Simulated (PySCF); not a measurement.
Computed shifts of a molecule C₅H₇FO, PBE0/pcSseg-1 run with PySCF, GIAO, gas phase, equivalent atoms averaged, in ppm (number of nuclei): ¹³C: 146.8 (1), 127.3 (1), 119.2 (1), 66.1 (1), 38.2 (1). ¹⁹F: -134.0 (1). ¹H: 6.33 (1), 6.19 (1), 5.83 (1), 4.84 (1), 4.55 (1), 2.94 (2). References: ¹³C against TMS (σ = 186.3 ppm); ¹⁹F against CFCl3 (σ = 167.2 ppm); ¹⁷O against H2O (σ = 334.2 ppm); ¹H against TMS (σ = 31.56 ppm), references at their B3LYP-D3(BJ)/def2-TZVP geometries, non-relativistic. Geometry optimised at PBE0-D3(BJ)/def2-SVP. The values are those of a single conformer.

**Question.** Pick the molecule that these values belong to.
(A) C=CC[C@H](F)C=O
(B) C[C@H]1C=C(F)OC1
(C) C[C@@H]1C(=O)C[C@H]1F
(D) C=C[C@]1(F)CCO1

**Answer.** D, C=C[C@]1(F)CCO1
